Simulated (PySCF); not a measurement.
# Computed properties of Ga(H)(Cl)(vinyl) (C2H4ClGa), SMILES C=[CH][GaH][Cl]

Ga(H)(Cl)(vinyl) (C2H4ClGa), SMILES C=[CH][GaH][Cl]. Geometry optimised at TPSSh-D3(BJ)/def2-SVP. The values are those of a single conformer. All values are computed for the isolated molecule unless a solvent is named; none is compared with measurement here.

**Structure.** The optimised structure has Cs symmetry. All 18 harmonic modes at TPSSh-D3(BJ)/def2-SVP (PySCF) are real, so it is a minimum. With heavy atoms numbered as in [GaH:1]([Cl:3])[CH:4]=[CH2:5], the shortest bond between them is C4–C5 at 1.345 Å and the longest Ga1–Cl3 at 2.176 Å.

**Vibrations.** The strongest infrared lines (harmonic, unscaled, degenerate partners summed) lie at 2018 cm⁻¹ (190 km/mol, H 99 %), 624 cm⁻¹ (125 km/mol, H 90 %), 536 cm⁻¹ (75 km/mol, H 75 %, C 20 %). The softest mode is at 111 cm⁻¹ and the zero-point energy is 31.3 kcal/mol.

**Electronic structure.** B3LYP/def2-TZVP (PySCF) places the frontier levels at -8.02 and -2.12 eV, a gap of 5.90 eV, and gives a dipole moment of 2.49 D and a mean polarisability of 63.3 bohr³. PBE/def2-TZVP (PySCF) at the same geometry gives -6.95 and -2.71 eV, so its gap is 1.66 eV narrower. An orbital gap is neither the optical nor the fundamental gap.

**Excitations.** TDDFT-ωB97X/def2-SVPD (PySCF) has S1 at 5.27 eV (235 nm, f = 0.001, dark); the most intense of the 10 singlets computed lies at 6.12 eV (f = 0.18). T1 (TDA) is at 4.03 eV. TDDFT-PBE/def2-SVPD (PySCF) puts S1 at 4.32 eV. No vertical singlet excitation falls in the visible range (under 3.1 eV).

**NMR.** GIAO shifts at B3LYP/pcSseg-1 (PySCF) (non-relativistic, atoms alike by connectivity averaged): ¹³C from 150.6 to 156.7 ppm against TMS; ¹H from 6.3 to 7.2 ppm against TMS. Without spin–orbit terms, shifts of atoms bonded to Cl or Br come out too high.
